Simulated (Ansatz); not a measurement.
Relaxation of F4H2SSi (8 atoms, charge 0, multiplicity 1), to a largest force component of 0.03 eV/Å in at most 50 steps.

These are results of Ansatz, RKS BLYP/cc-pVDZ, not measurements.

```xyz
8
Properties=species:S:1:pos:R:3
Si -0.737 -0.577 -0.035
S 0.830 -0.367 1.438
F -0.176 -1.251 -1.416
F -1.877 -1.622 0.519
F -1.509 0.839 -0.305
H 1.830 0.832 -0.712
F 1.249 1.263 -1.280
H 0.390 0.883 1.791
```

Question: Where does it end, and by what steps?

Answer: The run converged. The force dipped under the threshold on the way, but the program's further checks kept it going. After 35 steps the energy has fallen by 0.045 eV; H8 moved furthest, 0.89 Å.

```csv
step,energy less start (eV),largest force component (eV/Å),accepted
0,0.0000,0.842,yes
2,0.0310,1.222,no
4,-0.0189,0.128,yes
6,-0.0247,0.073,yes
8,-0.0236,0.505,no
10,-0.0291,0.121,yes
12,-0.0317,0.066,yes
14,-0.0338,0.106,yes
16,-0.0360,0.130,yes
18,-0.0370,0.045,yes
20,-0.0380,0.016,yes
22,-0.0376,0.201,no
24,-0.0382,0.086,yes
26,-0.0384,0.072,yes
28,-0.0282,0.833,no
30,-0.0368,0.484,no
32,-0.0401,0.175,yes
34,-0.0421,0.113,yes
35,-0.0450,0.027,yes
```

```xyz
8
Properties=species:S:1:pos:R:3
Si -0.667 -0.501 -0.098
S 1.008 -0.149 1.219
F -0.234 -1.470 -1.339
F -1.841 -1.275 0.752
F -1.377 0.865 -0.659
H 1.533 1.364 -0.643
F 1.389 1.004 -1.505
H 0.190 0.162 2.274
```

Run time: 69 s on 2 threads of Arm Neoverse V2 (shared host), peak memory 0.14 GiB.
